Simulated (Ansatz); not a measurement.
Reaction (ligand exchange at a Ge–C bond): `N=[C](O)[GeH3]` + `O[SiH](F)F` → `F[SiH](F)[O][GeH3]` + `N=CO`

Computed with Ansatz on PBE0-D4/def2-TZVP structures; ΔE is electronic, products minus reactants. CCSD(T)/CBS is the MP2 limit (def2-TZVPP, def2-QZVPP) plus CCSD(T) − MP2 in def2-TZVPP, frozen cores. This one scheme is used for every species. Functionals use def2-TZVPP. B3LYP here is the variant with VWN-RPA as its local correlation; programs differ in this. For Ge outer-core shells are correlated without core-valence functions, which leaves a few kJ/mol of doubt a bond. Scalar relativity is left out up to krypton. Each species was taken in one conformer, which may not be the lowest.

```
         level  ΔE (kJ/mol)
        PBE-D4        -49.4
       ωB97M-V        -59.9
        B2PLYP        -63.5
        r2SCAN        -58.1
         B3LYP        -62.5
 HF/def2-TZVPP        -86.3
MP2/def2-TZVPP        -60.5
 HF/def2-QZVPP        -88.4
```

Question: What does CCSD(T)/CBS give? (Best estimate.)

Answer: Ansatz gave: -58.6 kJ/mol. The listed levels differ from it by 9.2, -1.3, -4.9, 0.5, -3.9, -27.7, -1.9, -29.8 kJ/mol.

Largest T1 diagnostic among the species: 0.014.

In def2-TZVPP, CCSD(T) changes the Hartree–Fock value by +25.3 kJ/mol (the triples alone add +3.5 kJ/mol) and MP2 by +25.7 kJ/mol. From PBE to PBE0 (25 % exact exchange), in def2-TZVPP and without D4, ΔE moves by −6.1 kJ/mol.
